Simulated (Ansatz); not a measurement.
Two structures of SiH6Se, closed shell, reached by relaxing down either side of one saddle point (PBE0-D4/def2-TZVP). Energies are electronic, without zero-point energy. Program: Ansatz 0.2.0. Basis: def2-TZVPP and def2-QZVPP. Cores are frozen in the correlated methods. Filled d shells of the heavier atoms are correlated. The def2 sets are not built for correlating such inner shells, so the correlated values are less sure here. Extrapolation: Hartree–Fock as exp(−7.88 √X), correlation as X^−2.97. First:

```json
{"atom": "Si1", "x (Å)": "-0.4598", "y (Å)": "-0.7442", "z (Å)": "-1.1476"}
{"atom": "H2", "x (Å)": "-0.9471", "y (Å)": "-1.0896", "z (Å)": "0.2116"}
{"atom": "H3", "x (Å)": "1.0025", "y (Å)": "-0.9773", "z (Å)": "-1.2355"}
{"atom": "H4", "x (Å)": "-1.1508", "y (Å)": "-1.6117", "z (Å)": "-2.1391"}
{"atom": "H5", "x (Å)": "-0.7700", "y (Å)": "0.6752", "z (Å)": "-1.4489"}
{"atom": "H6", "x (Å)": "1.1776", "y (Å)": "0.3426", "z (Å)": "2.4003"}
{"atom": "Se7", "x (Å)": "1.2546", "y (Å)": "1.4975", "z (Å)": "1.4992"}
{"atom": "H8", "x (Å)": "-0.1067", "y (Å)": "1.9077", "z (Å)": "1.8600"}
```

Second:

| atom | x (Å) | y (Å) | z (Å) |
| --- | --- | --- | --- |
| Si1 | 0.0596 | 0.3584 | -1.0418 |
| H2 | -0.2723 | -2.4418 | 1.6856 |
| H3 | 1.1330 | -0.5558 | -1.5003 |
| H4 | -1.1819 | -0.4076 | -0.7710 |
| H5 | -0.2149 | 1.3816 | -2.0812 |
| H6 | -0.0603 | -1.7278 | 1.7495 |
| Se7 | 0.8803 | 1.3076 | 0.8622 |
| H8 | -0.3434 | 2.0856 | 1.0970 |

(1) Which bonds change from the first to the second?

(2) Give the saddle point's structure and its height above each. (An estimate is asked for; the value comes from the calculation.)

No T1 diagnostic of these runs exceeds 0.012.

Answers

(1) H₂Se + SiH₄ → SiH₄Se ([SiH3][SeH]) + H₂; bonds formed: Si1–Se7, H2–H6; bonds broken: Si1–H2, H6–Se7.

(2) The calculation gives: 207.4 kJ/mol above the first and 244.1 kJ/mol above the second (CCSD(T) at an estimated basis limit (MP2 extrapolated from triple and quadruple zeta, plus CCSD(T) − MP2 in triple zeta)).
```xyz
8
angstrom
Si -0.1198 -0.2964 -0.7471
H -0.3659 -1.1643 0.7002
H 1.1861 -0.8519 -1.1518
H -1.2114 -1.2096 -1.2197
H -0.5090 1.0007 -1.3582
H 0.1417 -0.4425 1.0787
Se 1.0723 1.1549 1.1707
H -0.1938 1.8093 1.5271
```

Labels in which every atom is bracketed show which atoms are joined, not bond orders.

For scale, one of the runs: CCSD(T)/def2-TZVPP, 174 basis functions, launched by `ansatz run in.yaml --threads 2 --pin off --events-out ev --progress --plain --max-ram 4352MiB`. Hardware: 2 CPU threads of an Arm Neoverse V1, shared host. Wall time 39 s; peak host memory 1.5 GiB.
